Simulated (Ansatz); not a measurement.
The inner images of a band of BClFH + BrH (6 atoms, charge 0, multiplicity 1) are given out of order.

Method: Ansatz, RHF/def2-SVP.

First end point:

```xyz
6
Properties=species:S:1:pos:R:3
B -0.061 0.459 -0.210
F -0.132 0.479 1.094
H 0.980 0.257 -0.747
Cl -1.519 0.752 -1.135
Br -0.146 -3.156 1.357
H -0.147 -2.049 2.229
```

Last end point:

```xyz
6
Properties=species:S:1:pos:R:3
B -0.081 -0.538 -0.540
F -0.060 0.098 2.219
H 0.981 -0.015 -0.570
Cl -1.519 0.337 -0.995
Br -0.181 -2.408 -0.090
H -0.165 -0.731 2.563
```

Task: Put them in order from the first end to the last, with their energies above the first end.
A.
```xyz
6
Properties=species:S:1:pos:R:3
B -0.045 0.194 0.015
F -0.086 0.415 1.314
H 0.993 -0.049 -0.503
Cl -1.535 0.363 -0.886
Br -0.179 -2.660 0.908
H -0.172 -1.519 1.739
```
B.
```xyz
6
Properties=species:S:1:pos:R:3
B -0.078 -0.505 -0.379
F -0.090 0.086 1.987
H 0.990 -0.004 -0.470
Cl -1.525 0.344 -0.856
Br -0.169 -2.384 0.112
H -0.151 -0.793 2.194
```
C.
```xyz
6
Properties=species:S:1:pos:R:3
B -0.060 0.009 0.047
F -0.103 0.251 1.388
H 1.001 -0.071 -0.467
Cl -1.540 0.327 -0.833
Br -0.165 -2.475 0.792
H -0.157 -1.298 1.660
```
D.
```xyz
6
Properties=species:S:1:pos:R:3
B -0.045 0.386 -0.137
F -0.075 0.542 1.161
H 0.979 0.135 -0.682
Cl -1.535 0.578 -1.038
Br -0.160 -2.997 1.200
H -0.189 -1.900 2.083
```
E.
```xyz
6
Properties=species:S:1:pos:R:3
B -0.079 -0.414 -0.154
F -0.109 0.045 1.694
H 0.997 -0.004 -0.424
Cl -1.534 0.348 -0.781
Br -0.154 -2.378 0.347
H -0.145 -0.853 1.906
```
F.
```xyz
6
Properties=species:S:1:pos:R:3
B -0.041 0.306 -0.055
F -0.072 0.528 1.236
H 0.986 0.031 -0.582
Cl -1.536 0.444 -0.957
Br -0.180 -2.848 1.053
H -0.181 -1.717 1.893
```
G.
```xyz
6
Properties=species:S:1:pos:R:3
B -0.075 -0.184 0.013
F -0.116 0.071 1.501
H 1.003 -0.030 -0.443
Cl -1.541 0.346 -0.792
Br -0.150 -2.420 0.640
H -0.145 -1.039 1.668
```

Result: D (+1.0 kJ/mol), F (+6.2 kJ/mol), A (+25.9 kJ/mol), C (+96.1 kJ/mol), G (+197.8 kJ/mol), E (+129.9 kJ/mol), B (+92.9 kJ/mol).

Run time: 7.3 min on 1 thread of Arm Neoverse V1, with other jobs on the host, peak memory 0.16 GiB.
